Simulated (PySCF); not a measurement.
C₂H₇BFNO, SMILES CCNB(O)F.

The structure is a stationary point at PBE-D3(BJ)/def2-SVP. This is a generated structure with no PubChem entry under its InChIKey; it may be hypothetical. Other conformers were not sampled.

Two levels are set side by side: TDDFT-PBE/def2-SVPD (PySCF) and TDDFT-M06-2X/def2-SVPD (PySCF). Vertical, same geometry. The lowest singlet is HOMO→LUMO 100 % with PBE and HOMO→LUMO 84 % with the other functional; states are paired by order. Differences are taken from unrounded values.

```tsv
quantity	TDDFT-M06-2X
lowest singlet excitation (eV)	6.57
lowest triplet excitation (TDA) (eV)	6.49
first bright state (f over 0.05) (eV)	8.60
its oscillator strength	0.14
```

Q: What does TDDFT-PBE give, and how far is it from TDDFT-M06-2X? (The exact figures need the calculation; the answer reports its results.)

A: 
```csv
quantity,TDDFT-PBE,TDDFT-PBE minus TDDFT-M06-2X
lowest singlet excitation (eV),5.51,-1.07
lowest triplet excitation (TDA) (eV),5.40,-1.09
first bright state (f over 0.05) (eV),7.33,-1.27
its oscillator strength,0.06,-0.08
```

Functionals without exact exchange tend to place singlet excitations lower, as here. Differences between two approximate levels are no errors against the true value.

Rough cost on one machine, each run with all the roots and properties that it gave: TDDFT-M06-2X against TDDFT-PBE about 20 times.
